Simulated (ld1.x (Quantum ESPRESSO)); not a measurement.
Plane-wave convergence, TM potential for manganese

| Quantity | Value |
| --- | --- |
| Element | manganese |
| Generator | ld1.x (Quantum ESPRESSO) 7.5 |
| Type | norm-conserving Troullier–Martins (Kleinman–Bylander form) |
| Functional | PBE |
| Relativity | scalar-relativistic |
| Frozen core | [Ne] |
| Valence charge | 15 |
| Reference configuration | 3s2 3p6 3d5 4s2 4p0 |
| Partial waves | 3p (bound): rc 1.00 bohr; 3d (bound): rc 1.80 bohr; 4f channel at 0.1 Ry: rc 1.40 bohr; 3s (bound): rc 0.90 bohr |
| Local potential | the s channel |
| Core correction | Bessel-smoothed model core, default radius (core density twice the valence density) |

Occupied shells without a wave of their own: 4s. They enter only through the test configuration that unscreens the potential, and ld1.x also counts them in the model core charge.

The pseudo-atom Hamiltonian at the reference potential is diagonalised in spherical Bessel functions j_l(qr) that vanish at 20 bohr, with q² up to the cutoff. All-electron valence levels (Ry): 3p -4.0125, 4p -0.1007, 3d -0.4976, 3s -6.3120, 4s -0.3754.

Question: How do the lowest levels (Ry) of each channel move with the cutoff, and are there ghosts?

Answer:

| cutoff (Ry) | p #1 | p #2 | d #1 | f #1 | f #2 | s #1 | s #2 | s #3 | Σ f·Δε (mRy) |
| --- | --- | --- | --- | --- | --- | --- | --- | --- | --- |
| 8 | -1.6296 | -0.0244 | 0.0532 | 0.1098 | 0.2320 | -5.3952 | -0.2975 | 0.0112 | 19051.2 |
| 18 | -3.1812 | -0.0696 | 0.0502 | 0.1098 | 0.2320 | -5.6085 | -0.3323 | 0.0072 | 9230.3 |
| 35 | -3.9419 | -0.0975 | -0.0943 | 0.1098 | 0.2320 | -5.9290 | -0.3493 | 0.0055 | 3269.0 |
| 55 | -4.0065 | -0.1010 | -0.4540 | 0.1098 | 0.2320 | -6.2330 | -0.3728 | 0.0032 | 427.6 |
| 90 | -4.0097 | -0.1012 | -0.4974 | 0.1098 | 0.2320 | -6.2857 | -0.3786 | 0.0026 | 74.7 |
| 140 | -4.0125 | -0.1013 | -0.4976 | 0.1098 | 0.2320 | -6.3032 | -0.3795 | 0.0025 | 20.3 |
| 230 | -4.0126 | -0.1013 | -0.4977 | 0.1098 | 0.2320 | -6.3112 | -0.3801 | 0.0024 | 1.9 |
| 400 | -4.0126 | -0.1013 | -0.4977 | 0.1098 | 0.2320 | -6.3121 | -0.3802 | 0.0024 | 0.0 |

Result: no extra level below or beside the all-electron valence levels (p, d, f, s tested); 10 mRy is reached at 160 Ry and 1 mRy at 300 Ry.

ld1.x takes every shell without a wave as core, so the model core holds the 4s electrons as well and exchange and correlation see them twice. This cancels in the reference configuration, but the file is broken for other ones, and its errors say nothing about a proper core correction. Its largest configuration-test error is -1288 meV.
